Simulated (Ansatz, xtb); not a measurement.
Relaxing a trial structure of C2H3Ge−

The starting geometry of this gas-phase singlet was built from a drawn formula by distance geometry and a force field; its bonds are those of `[H]/[C-]=[CH]/[GeH]`.

| atom | x (Å) | y (Å) | z (Å) |
| --- | --- | --- | --- |
| C | -1.3651 | 0.5881 | 0.6000 |
| C | -0.4302 | -0.2084 | 0.1317 |
| Ge | 1.0472 | -0.7884 | 1.2679 |
| H | -2.1742 | 0.9225 | -0.0693 |
| H | -0.4036 | -0.5318 | -0.9478 |
| H | 2.3714 | -0.2851 | 0.7141 |

Task: Predict what becomes of its bonds when it is optimised with r2SCAN-D4/def2-SVPD.

Result: It rearranges to `[CH]1=[CH][GeH-]1`. Contacts that close: C1–Ge3 (2.86 → 2.05 Å).

The energy falls by 1.69 eV over 11 steps:

| step | E − E(last) (eV) |
| --- | --- |
| 1 | 1.689 |
| 2 | 1.167 |
| 3 | 0.936 |
| 4 | 0.610 |
| 5 | 0.278 |
| 7 | 0.024 |
| 8 | 0.002 |
| 9 | 0.002 |
| 10 | 0.000 |
| 11 | 0.000 |

Final geometry (Å):

```xyz
6

C    -0.8245    0.3881    0.5120
C    -0.4323   -0.5879   -0.2868
Ge    0.6801   -0.6516    1.4281
H    -1.5774    1.1897    0.4351
H    -0.7286   -0.9235   -1.2942
H     1.9282    0.2821    0.9024
```

From the same start GFN2-xTB ends elsewhere, differing in Ge3–H6 (2.07 against 1.65 Å here).

The end wasn't checked by frequencies. Run with Ansatz 0.2.0, 76 s on 1 thread of AMD EPYC (Zen 3) (shared host).
